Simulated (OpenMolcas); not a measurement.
**La⁺: Racah parameters, worked from levels**

- Program: OpenMolcas
- Basis: ANO-R3 [9s7p7d3f2g1h]
- Scalar Hamiltonian: X2C, finite nucleus
- Active space: 2 electrons in 6 orbitals (5d 6s)
- State averaging: 2S+1 = 3 even, 15 roots; 2S+1 = 1 even, 20 roots
- Spin-orbit coupling: RASSI with atomic mean-field integrals over the reference wave functions, term energies averaged over their components

Methods: CASSCF; MS-CASPT2, IPEA 0.25 Eh, imaginary shift 0.1 Eh (closed shells correlated: 5s 5p). Measured levels: NIST Handbook of Basic Atomic Spectroscopic Data.

**Racah parameters.** Above 3F, d2 has 3P at 15B, 1G at 12B + 2C and 1D at 5B + 2C. The first two fix B and C, and the third tests them; where it misses by thousands of cm-1, two parameters do not describe the configuration (Trees and configuration-interaction terms are left out) and B and C hang on the terms chosen. Term energies are centres of gravity, weighted by 2J + 1.

```
   Source    3P    1G    B     C   C/B  1D from B, C
   CASSCF  6952  9159  463  1799  3.89          5913
MS-CASPT2  5678  6418  379   938  2.47          3771
 measured  4766  6290  318  1239  3.90          4068
```

Energies in cm-1. From CASSCF to MS-CASPT2, B changes by -18.1 % and C by -47.9 %. Against the measured terms, MS-CASPT2 has B off by +19.2 % and C by -24.3 %.

CASPT2 breaks the degeneracy within a term, and the mean is taken; among the terms shown or strongly mixed into the levels shown the widest spread is 610 cm-1 (5d2 1G, MS-CASPT2). Configurations are named by rounded mean occupations; where the s occupation lies near a half they are strongly mixed, a name can repeat and a true partner stay unpaired. Without dynamic correlation excited terms often stand tens of per cent too high (terms of higher spin than the ground term too low), and those without a measured partner can miss by more than the paired ones (holds for CASSCF). The CASPT2 spread within a term exceeds the gap to the next term for 5d2 1D and 5d2 3F, so the order of their levels is uncertain, and so are names and mixing where such terms share a J (holds for MS-CASPT2). Some terms miss by over 15 % even with CASPT2, which points to a basis or an active space too small for the shells correlated (holds for MS-CASPT2). Measured partners are found by configuration, term and J. A level has none where our copy of the source lacks it or the pairing is in doubt (some pairs that miss far off the trend of their configuration count as doubtful), and it then counts in no deviation. Only configurations of the active space appear.
